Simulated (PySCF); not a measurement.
F3Ga (SMILES [F][Ga]([F])[F]), singlet, at a GFN2-xTB geometry (such geometries of metal compounds can be far from the true shape). Base run: PySCF with DF-CAMB3LYP/STO-3G.

Here is a job for PySCF.
```python
from pyscf import gto, scf, dft

mol = gto.M(
    atom='''
Ga    0.000000    0.000000    0.000000
F    -1.469133   -0.916593    0.051507
F     0.004224    1.591957   -0.683230
F     1.464908   -0.675364    0.631723
''',
    basis='sto-3g',
    charge=0,
    spin=0,
    verbose=5,
)

mf = dft.RKS(mol)
mf.xc = 'camb3lyp'
mf = mf.density_fit(auxbasis='def2-universal-jkfit')
mf.kernel()
```

Each row names what was changed in the base input (with any setting that the change needs).

```
change               basis functions       E (Eh)  HOMO (eV)  HOMO-LUMO gap (eV)
-------------------  ---------------  -----------  ---------  ------------------
base                              33  -2197.35751      -3.88                7.01
basis = LANL2DZ                   35   -301.69764     -13.24               11.68
basis = pcseg-1                   69  -2224.28169     -13.41               11.76
basis = def2-SV(P)                74  -2224.06331     -12.97               11.63
basis = 6-31G**                   74  -2224.25174     -12.82               11.44
basis = aug-pcseg-1              105  -2224.30211     -13.53               11.69
basis = aug-cc-pVDZ              105  -2224.56486     -13.44               11.61
basis = pc-2                     133  -2224.75087     -13.47               11.91
basis = pcseg-2                  133  -2224.73979     -13.47               11.91
basis = def2-TZVP                141  -2224.69788     -13.37               11.84
basis = def2-TZVPD               174  -2224.70188     -13.46               11.69
basis = cc-pVQZ                  233  -2224.75164     -13.41               11.76
basis = def2-QZVP                246  -2224.76268     -13.44               11.77
```

Totals compare only among sets that treat the same electrons; sets with core potentials leave the core out.
